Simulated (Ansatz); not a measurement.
Consider the substitution at a C–B bond: `C=CB(F)F` + `F[Si](F)(F)S` → `C=CS[Si](F)(F)F` + `FBF`.

Program: Ansatz. Geometries: PBE0-D4/def2-TZVP. ΔE: electronic, gas phase. CCSD(T)/CBS is the MP2 limit (def2-TZVPP, def2-QZVPP) plus CCSD(T) − MP2 in def2-TZVPP, frozen cores. This one scheme is used for every species. DFT in def2-TZVPP. B3LYP here is the variant with VWN-RPA as its local correlation; programs differ in this. One conformer a species, not always the lowest.

| level | ΔE (kJ/mol) |
| --- | --- |
| PBE-D4 | 58.5 |
| r2SCAN-D4 | 65.1 |
| B3LYP-D4 | 61.0 |
| ωB97M-V | 64.9 |
| PBE | 63.7 |
| r2SCAN | 66.6 |
| MP2/def2-TZVPP | 59.3 |
| CCSD/def2-TZVPP | 68.4 |

Question: What does CCSD(T)/CBS give? (Estimate.)

Answer: Ansatz gave: +62.8 kJ/mol. The listed levels differ from it by -4.3, 2.3, -1.8, 2.1, 0.9, 3.8, -3.5, 5.6 kJ/mol.

Largest T1 diagnostic among the species: 0.013.

From PBE to PBE0 (25 % exact exchange), in def2-TZVPP and without D4, ΔE moves by +3.4 kJ/mol. In def2-TZVPP, CCSD(T) changes the Hartree–Fock value by −11.0 kJ/mol (the triples alone add −3.3 kJ/mol) and MP2 by −16.8 kJ/mol.
